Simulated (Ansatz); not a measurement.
Job for Ansatz (a first-principles code): U-PBE/def2-TZVPP on C3H2 (SMILES [C]=C=C), 2S+1 = 3, a spin state set in the input, which need not be the lowest.

Ansatz 0.2 input:
```yaml
crystal:
  periodic: [false, false, false]
  atoms:
    - {symbol: C, position_ang: [1.46667981, -0.14685368, -0.12837316]}
    - {symbol: C, position_ang: [0.21050938, 0.11109895, -0.05167299]}
    - {symbol: C, position_ang: [-1.12040924, 0.03290411, 0.11800722]}
    - {symbol: H, position_ang: [-1.73822758, 0.91021945, -0.03303813]}
    - {symbol: H, position_ang: [-1.60245207, -0.89311567, 0.40527170]}
basis:
  gaussian:
    orbitals: def2-TZVPP
hamiltonian:
  xc: {name: PBE}
magnetization: {spin_polarized: true, initial_magnetization: 2}
```

**Question.** What total energy does the run end on?

**Answer.** -115.1770 hartree.

**Question.** How many basis functions does it have, and what does it roughly cost on one machine?

**Answer.** 121 functions; about 8 core-seconds (a rough figure).
